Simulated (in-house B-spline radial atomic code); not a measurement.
The osmium ion Os⁵⁵⁺: [Ar] 3d3

Method: Dirac-Kohn-Sham LDA VWN5, spherical fractional occupations, Fermi nucleus of rms radius 5.4126 fm. Calculated with a radial B-spline atomic code at the basis-set limit.

Z_r = [3n² - l(l+1)]/(2<r>); Z_e = n√(-2ε); the last column is Slater's effective charge. Values are occupation-weighted means over j. An effective charge above Z reflects the relativistic contraction of the inner shells.

| shell | electrons | ε (eV) | <r> (bohr) | Z_r | Z_e | Slater |
| --- | --- | --- | --- | --- | --- | --- |
| 1s | 2 | -77457 | 0.01775 | 84.52 | 75.45 | 75.70 |
| 2s | 2 | -16512 | 0.07384 | 81.26 | 69.67 | 71.85 |
| 2p | 6 | -14972 | 0.06626 | 75.46 | 66.35 | 71.85 |
| 3s | 2 | -6248.2 | 0.1834 | 73.61 | 64.29 | 64.75 |
| 3p | 6 | -5788 | 0.1811 | 69.03 | 61.88 | 64.75 |
| 3d | 3 | -5305.6 | 0.1617 | 64.92 | 59.24 | 57.30 |

The least bound orbital is 3d5/2 at -5270 eV, while the most diffuse is 3p3/2 (<r> = 0.1853 bohr against 0.1633 bohr): energy order and size order differ.

Spin-orbit splittings of the orbital energies (j = l + 1/2 above j = l - 1/2 when positive): 2p 1548 eV, 3p 386.3 eV, 3d 88.45 eV.

For the 1s electron the small component carries 8.25 % of the norm, the zero-frequency Breit interaction raises the level by 264.2 eV, self-energy by 167.5 eV, and vacuum polarisation lowers it by 32.64 eV.
